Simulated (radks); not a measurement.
Question: Radial electron density D(r) = 4 pi r^2 rho(r) of an atom or ion with 2 electrons. All-electron calculation, non-relativistic Kohn-Sham, Slater X-alpha with alpha = 0.745, spin-polarised, spherical densities, point nucleus. Program: a radial shooting solver on a logarithmic mesh with Libxc functionals.

r (bohr),D(r) (e/bohr)
0.0233,0.1946
0.02735,0.2595
0.03184,0.3394
0.03736,0.4472
0.04349,0.5773
0.05063,0.7393
0.05942,0.9496
0.06917,1.191
0.08053,1.476
0.0945,1.821
0.11,2.186
0.1281,2.573
0.1503,2.982
0.175,3.341
0.2053,3.646
0.239,3.825
0.2783,3.859
0.3266,3.709
0.3802,3.387
0.4426,2.914
0.5194,2.309
0.6046,1.706
0.7039,1.150
0.826,0.6769
0.9616,0.3603
1.128,0.1588
1.314,0.06147
1.529,0.01960

What is the nuclear charge?

Answer: Z = 4. The innermost maximum, from 1s, lies near 1/Z = 0.25 bohr (found: 0.265), and its height grows with Z. The density is that of the beryllium ion Be2+ in [He]; the configuration itself is not fixed sharply by these data. D(r) has 1 maximum, at r = 0.265 bohr.
